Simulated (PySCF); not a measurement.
C3H4ClNSi, SMILES C1=CC=N[Si@H]1Cl.

The structure is a stationary point at B3LYP-D3(BJ)/def2-SVP. The structure was generated by enumeration; whether it is a known compound was not checked.

Method: PBE/def2-TZVP (PySCF).

Computed frontier levels, gap, dipole moment and polarisability:
```
Quantity                                                                                                        Value
---------------------------------------------------------------------------------------------  ----------------------
highest occupied level                                                                                       -6.21 eV
lowest empty level                                                                                           -3.31 eV
orbital gap                                                                                                   2.90 eV
dipole moment                                                                                                  2.84 D
quadrupole, principal values (traceless, Buckingham form, about the centre of nuclear charge)  -4.50, -1.72, 6.22 D·Å
mean static polarisability                                                                      74.5 bohr³ (11.03 Å³)
polarisability, principal values                                                               57.0, 70.2, 96.2 bohr³
```
